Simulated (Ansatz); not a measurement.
Basis sets compared for PtSe2⁺. Charge 1, multiplicity 2. Geometry PBE-D4/def2-TZVP. Ansatz on 4 threads of Arm Neoverse V2 on a shared host; times are rough, and most runs start from earlier orbitals.

Cartesian coordinates in Å:
```
Pt -0.849 -0.738 0.813
Se -0.297 1.240 -0.368
Se 1.145 -0.503 -0.445
```

In the def2 sets Pt takes a core potential; there is no spin–orbit coupling. The structure comes from a short search, and lower isomers may exist.

| level | functions | energy (Eh) | HOMO (eV) | LUMO (eV) | wall time |
| --- | --- | --- | --- | --- | --- |
| PBE-D4/def2-SVP | 96 | -4920.9427 | -11.04 | -10.43 | 1.6 s |
| PBE0-D4/def2-SVP | 96 | -4921.0239 | -12.31 | -9.66 | 2.5 s |

Q: Estimate the rows for PBE-D4/def2-TZVP, PBE0-D4/def2-TZVP.

A: 
```csv
level,functions,energy (Eh),HOMO (eV),LUMO (eV),wall time
PBE-D4/def2-TZVP,136,-4921.5456,-10.96,-10.35,2.6 s
PBE0-D4/def2-TZVP,136,-4921.6289,-12.21,-9.53,4.6 s
```
